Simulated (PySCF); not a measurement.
**BTe⁺: energy against distance**

Set-up: basis B def2-SVPD, Te def2-SVPD with ECP28; scalar-relativistic core potentials; PySCF 2.14. Energies in eV from B⁺ + Te in their ground configurations at the same level. State: ³Π (triplet), unpaired electrons σ ↑, π ↑.

| R (Å) | r²SCAN0 |
| --- | --- |
| 1.776 | -2.080 |
| 1.859 | -2.705 |
| 1.941 | -3.039 |
| 2.003 | -3.148 |
| 2.065 | -3.169 |
| 2.127 | -3.125 |
| 2.210 | -2.995 |
| 2.313 | -2.766 |
| 2.437 | -2.455 |
| 2.602 | -2.052 |

Task: Put a parabola through the three lowest points of the r²SCAN0 curve and estimate Re, k and ωe (reduced mass 10.15 u; 1 eV/Å² = 0.16022 mdyn/Å; ωe = 1302.8·√(k/μ) cm⁻¹).

Result: Through R = 2.003, 2.065, 2.127 Å the second-order coefficient is 8.45 eV/Å², so Re ≈ 2.054 Å, k ≈ 2.71 mdyn/Å and ωe ≈ 673 cm⁻¹. A polynomial fit of higher order to the unrounded r²SCAN0 energies gives Re = 2.051 Å, k = 2.92 mdyn/Å, ωe = 699 cm⁻¹; anharmonicity and rounding make the difference.

The higher-order fit for each curve: r²SCAN0: Re = 2.051 Å, ωe = 699 cm⁻¹, De = 3.17 eV.

These are scalar-relativistic numbers at best; spin–orbit coupling would shift them, the dissociation energy most. For an ion De counts to the pair picked by the measured ionisation energies or electron affinities, which need not be the lowest pair at this level. The state is the lowest determinant that a PBE0 search found; another state may lie lower at other levels.
